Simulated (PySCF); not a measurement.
Work out the structure from these simulated measurements.

Formula: C3H12OPSi; charge +1.

| Item | Value |
| --- | --- |
| NMR, other nuclei | isotropic shieldings of nuclei other than C and H, by class: 256 (1 O), 369 (1 Si), 460 (1 P) ppm [GIAO B3LYP/pcSseg-1] |
| UV, first state | lowest singlet excitation: 6.49 eV (191 nm, f = 0.001) [TDDFT CAM-B3LYP/def2-SVPD] |
| 13C NMR | chemical shifts (computed TMS as zero) by class: 80.7 (1 C), 26.6 (2 C) ppm [GIAO B3LYP/pcSseg-1] |
| Polarisability | 87.4 au [CAM-B3LYP/def2-SVPD] |
| UV, strongest line | among the 10 lowest singlet transitions: S7 at 7.96 eV (156 nm, f = 0.083) [TDDFT CAM-B3LYP/def2-SVPD] |
| Triplet | lowest triplet excitation (Tamm–Dancoff): 6.26 eV [TDA CAM-B3LYP/def2-SVPD] |
| Rotational structure | rotational constants A, B, C: 4.458, 1.046, 0.890 GHz [PBE0-D3(BJ)/def2-SVP] |
| XPS | Si2p3/2 112.5, P2p3/2 143.4, C1s 294.3 (×2), C1s 296.1, O1s 542.2, Si1s 1852.5, P1s 2157.0 eV [ΔSCF SCAN, pcX-2 on the ionised atom, pcseg-1 elsewhere, spin-free X2C, 2p3/2 from a spin–orbit splitting computed afterwards within the 2p shell] |

The electronic properties come from PySCF, for the isolated species, density fitting. Levels stand in brackets. The structure is a single PBE0-D3(BJ)/def2-SVP conformer in the gas phase; no vibrational or solvent corrections. NMR values are class means; diastereotopic atoms form classes of their own.

Problem. Give a SMILES that accounts for the data.

Solution. Numbering: `[CH3:1][CH:2]([CH3:3])[O:4][SiH2:5][PH3+:6]`. 3 carbons fall into 2 classes; from least to most shielded: sp3 carbon bound to oxygen [C2] (80.7 ppm), methyl carbon [C1/C3] (26.6 ppm, 2 C). The other shieldings belong to: 256 ppm, silyl ether oxygen [O4]; 369 ppm, oxygen-bound silicon [Si5]; 460 ppm, phosphorus bonded to Si and 3 H [P6]. The core levels belong to: Si2p3/2 112.5 eV, oxygen-bound silicon [Si5]; P2p3/2 143.4 eV, phosphorus bonded to Si and 3 H [P6]; C1s 294.3 eV, methyl carbon [C1/C3]; C1s 296.1 eV, sp3 carbon bound to oxygen [C2]; O1s 542.2 eV, silyl ether oxygen [O4]; Si1s 1852.5 eV, oxygen-bound silicon [Si5]; P1s 2157.0 eV, phosphorus bonded to Si and 3 H [P6]. One atom of each topological class was ionised and stands for its class. S1 is mainly HOMO→LUMO (weight 0.85); the largest Löwdin shares of the orbital it empties are 0.35 on the silyl ether oxygen, 0.19 on the sp3 carbon bound to oxygen, 0.12 on the methine hydrogen and 0.08 on a methyl carbon, of the orbital it fills 0.30 on the phosphorus bonded to Si and 3 H, 0.27 on the oxygen-bound silicon, 0.09 on a P–H hydrogen and 0.08 on a P–H hydrogen. The optimised geometry has point group C1 and is an asymmetric top. Structure: `CC(C)O[SiH2][PH3+]`. The assignments are read from this structure; whether some other isomer fits the data as well wasn't checked.

Conformer computed: `[CH3:1][CH:2]([CH3:3])[O:4][SiH2:5][PH3+:6]`: C1–C2–O4–Si5 -28°, C2–O4–Si5–P6 -172°.
